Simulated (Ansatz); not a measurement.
Geometry optimisation, Ansatz, RHF/def2-SVP.

The input (input.yaml):

```yaml
crystal:
  periodic: [false, false, false]
  atoms:
    - { symbol: Sn, position_ang: [0.0, 0.0, 0.0] }
    - { symbol: O, position_ang: [0.0, 0.0, 2.31] }
    - { symbol: H, position_ang: [-0.9095, -0.2814, 2.6471] }
    - { symbol: O, position_ang: [1.8483, 0.0, -0.6527] }
    - { symbol: H, position_ang: [2.1646, -0.9521, -0.7693] }
    - { symbol: Cl, position_ang: [-1.1351, 1.9666, -0.8025] }
    - { symbol: Cl, position_ang: [-1.1351, -1.9666, -0.8025] }
    - { symbol: S, position_ang: [1.0272, 2.3887, 0.864] }
    - { symbol: H, position_ang: [2.1236, 2.1505, 1.7012] }
    - { symbol: H, position_ang: [0.5262, 1.2238, 2.0831] }
basis:
  gaussian: { orbitals: def2-SVP }
hamiltonian:
  xc: hf
relax:
  f_tol: 0.15
  max_steps: 25
  restrain:
    - { distance: [0, 7], at: 2.44, k: 30.0 }
    - { distance: [9, 1], at: 1.01, k: 30.0 }
    - { distance: [0, 1], at: 3.16, k: 30.0 }
    - { distance: [9, 7], at: 2.6, k: 30.0 }
output:
  orbitals: {}
```

Command:

```bash
$ ansatz run input.yaml --threads 2 --pin off --max-ram 3072MiB --backend cpu --events-out ev --progress --plain --runs-dir out
```

Where does it end, and by what steps?

The forces met the threshold. The restraints hold the end off the free minimum; the threshold counts their pulls, which the force column leaves out. Restrained pairs: Sn1–S8 (2.74 → 2.42 Å), O2–H10 (1.35 → 0.97 Å), Sn1–O2 (2.31 → 3.16 Å), S8–H10 (1.76 → 2.61 Å). After 17 steps the energy has fallen by 4.057 eV (the restraints' own energy left out); Cl6 moved furthest, 1.82 Å.

| step | energy less start (eV) | largest force component (eV/Å) | accepted |
| --- | --- | --- | --- |
| 0 | 0.0000 | 4.349 | yes |
| 1 | 0.0719 | 3.112 | yes |
| 2 | -0.5962 | 2.788 | yes |
| 3 | -1.6519 | 2.189 | yes |
| 4 | -2.5885 | 1.047 | yes |
| 5 | -3.0919 | 2.898 | yes |
| 6 | -3.4460 | 1.685 | yes |
| 7 | -3.6462 | 1.246 | yes |
| 8 | -3.7742 | 1.142 | yes |
| 9 | -3.8218 | 1.506 | yes |
| 10 | -3.8705 | 1.372 | yes |
| 11 | -3.9375 | 1.369 | yes |
| 12 | -3.9691 | 1.703 | yes |
| 13 | -3.9764 | 1.913 | yes |
| 14 | -4.0368 | 1.473 | yes |
| 15 | -4.0474 | 1.370 | yes |
| 16 | -4.0465 | 1.383 | no |
| 17 | -4.0572 | 1.297 | yes |

```xyz
10
Properties=species:S:1:pos:R:3
Sn 0.178 0.706 -0.386
O 0.535 -0.156 2.631
H -0.069 -0.847 2.861
O 1.835 -0.257 -0.626
H 1.837 -1.038 -1.162
Cl -0.491 1.565 -2.453
Cl -1.574 -0.745 0.148
S 0.522 2.576 1.117
H 1.653 2.048 1.600
H 0.084 0.676 2.848
```

The run took 57 s on 2 threads of Arm Neoverse V2, on a shared host, peak memory 0.36 GiB.
